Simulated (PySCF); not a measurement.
Q: Write Cartesian coordinates for W(NCO)F5, `O=C=[N][W]([F])([F])([F])([F])[F]` as optimised with PBE0-D3(BJ)/def2-SVP. (Singlet state.)

A: 
```
atom  x, y, z in Å
W1     0.0191   -0.0109   -0.8196
N2     0.0229   -0.0048    1.1082
C3     0.0079    0.0006    2.3233
O4    -0.0052    0.0057    3.4795
F5     0.0094   -0.0150   -2.6705
F6     1.8649   -0.0131   -0.8715
F7    -1.8271   -0.0099   -0.8584
F8     0.0223    1.8351   -0.8632
F9     0.0185   -1.8572   -0.8534
```

Orientation and origin are arbitrary. Atoms count from 1 in this order. W1 (tungsten bonded to 5 F and N) is octahedral (the three widest angles are 179.8°, 177.6° and 177.2°, the others run from 88.5° to 91.5°).

Bonds between heavy atoms (Å): W1–N2 1.928, W1–F5 1.851, W1–F6 1.846, W1–F7 1.847, W1–F8 1.847, W1–F9 1.847, N2–C3 1.215, C3–O4 1.156.

Method: PBE0-D3(BJ)/def2-SVP geometry optimisation, gas phase, def2 core potentials past Kr (PySCF).

Point group: C4v (tolerance 0.08 Å). No PBE0-D3(BJ)/def2-SVP frequencies stand behind this structure, so it isn't proved a minimum.

Hardware: one thread, Arm Neoverse V1 (aarch64), shared host with 32 logical CPUs at a one-minute load of 12. Cost: 2.3 min of wall time, 0.55 GiB resident at most. These figures are those of the optimisation.
